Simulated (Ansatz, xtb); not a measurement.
Gas-phase reaction in SMILES: [GeH3][c]1[c-]ccs1 -> [GeH3][c]1cc[c-]s1
Structures are relaxed separately at B3LYP-D3(BJ)/def2-TZVP in Ansatz (a program for electronic structure). Frequencies are from Ansatz. Unstable Hartree-Fock reference: [GeH3][c]1[c-]ccs1.

Quantity: isomerisation energy (enthalpy at 298 K, with B3LYP-D3(BJ) rigid-rotor harmonic-oscillator terms), in eV. Valence correlation only, unless marked. No spin-orbit coupling. Frozen are the shells of the preceding noble gas and the d and f shells that filled before the atom's block. No relativistic terms. Anions need diffuse functions: def2-D sets add few; the other sets have none. Basis-set limits of correlation are two-point, X^-3; Hartree-Fock from the larger set.

| level | program | isomerisation energy (eV) |
|---|---|---|
| GFN1-xTB | xtb | … |
| revPBE/def2-TZVPD | Ansatz | -0.32 |
| PBE0-D4/def2-TZVP | Ansatz + dftd4 | -0.42 |
| r2SCANh-D4/def2-TZVPD | Ansatz + dftd4 | … |
| CAM-B3LYP-D4/def2-TZVPD | Ansatz + dftd4 | -0.40 |
| wB97X-V/def2-TZVPD | Ansatz | -0.42 |
| SCS-MP2/def2-QZVPP | Ansatz | -0.40 |
| CCSD/def2-TZVPP | Ansatz | … |
| CCSD/def2-QZVPPD | Ansatz | … |
| CCSD(T)/CBS(def2-TZVPPD,def2-QZVPPD) | Ansatz | -0.38 |

Task: Complete the blanks.

Result: 
- GFN1-xTB, isomerisation energy (eV): 0.15
- r2SCANh-D4/def2-TZVPD, isomerisation energy (eV): -0.37
- CCSD/def2-TZVPP, isomerisation energy (eV): -0.41
- CCSD/def2-QZVPPD, isomerisation energy (eV): -0.39
